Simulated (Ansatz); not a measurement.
`OB(O)[TeH]`. Charge 0, multiplicity 1. Te: def2 effective core potential. Geometry: relaxed with PBE0-D4/def2-TZVP. It is one conformer, not always the lowest.

```xyz
7

O     1.040   -0.064    0.998
B     0.095    0.413    0.157
O    -0.115    1.751    0.168
Te   -1.075   -0.889   -1.187
H     1.161   -1.014    0.964
H    -0.787    2.071   -0.434
H    -0.318   -2.268   -0.666
```

Problem. What is the dipole moment at PBE/def2-TZVPP? (Estimate.)

Solution. The calculation gave: 1.12 D, with components (-0.55, -0.74, -0.65) D in this frame, pointing from negative to positive charge.

Problem. And with r2SCAN, B3LYP, ωB97M-V? (Estimate.)

Solution. Ansatz gave: r2SCAN 1.14 D, B3LYP 1.29 D, ωB97M-V 1.23 D.

Problem. Give the Mulliken charges with PBE, B3LYP, ωB97M-V in def2-TZVPP. (Best estimate.)

Solution. Ansatz gave: 
```
atom    PBE  B3LYP  ωB97M-V
  O1  -0.22  -0.25    -0.25
  B2   0.13   0.19     0.19
  O3  -0.23  -0.25    -0.25
 Te4  -0.04  -0.03    -0.04
  H5   0.20   0.20     0.19
  H6   0.20   0.20     0.19
  H7  -0.04  -0.05    -0.03
```

B3LYP here is the variant with VWN-RPA as its local correlation; programs differ in this.
